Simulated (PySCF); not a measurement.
Worked example: oscillator strength and radiative lifetime

CBr2ClF, SMILES FC(Cl)(Br)Br.

Geometry optimised at TPSSh-D3(BJ)/def2-SVP.

TDA-LC-ωPBE/def2-SVPD in PySCF puts the first singlet state with f over 0.02 at 7.01 eV (vertical), with the transition dipole (0.000, 0.000, 0.564) in atomic units.

### Question
Find the oscillator strength, the wavelength and the radiative lifetime that this transition would have in vacuum if emission retraced absorption.

### Answer

|μ|² = 0.3181 au, so |μ| = 1.43 D. ΔE = 7.01/27.211 = 0.2576 hartree. f = (2/3) ΔE |μ|² = 0.055 (the program prints 0.055).
λ = 1239.84/7.01 = 177 nm; ν = 56539 cm⁻¹.
Einstein's coefficient A = 0.6670 ν² f s⁻¹ (ν in cm⁻¹) = 1.2e8 s⁻¹, so τ = 1/A = 8.6 ns. This state is S5; the lower singlets have f = 0.003, 0.003, 0.004, 0.001. The figure is the radiative limit of this one transition; relaxation, internal conversion, crossing to triplets and a medium change what is measured.
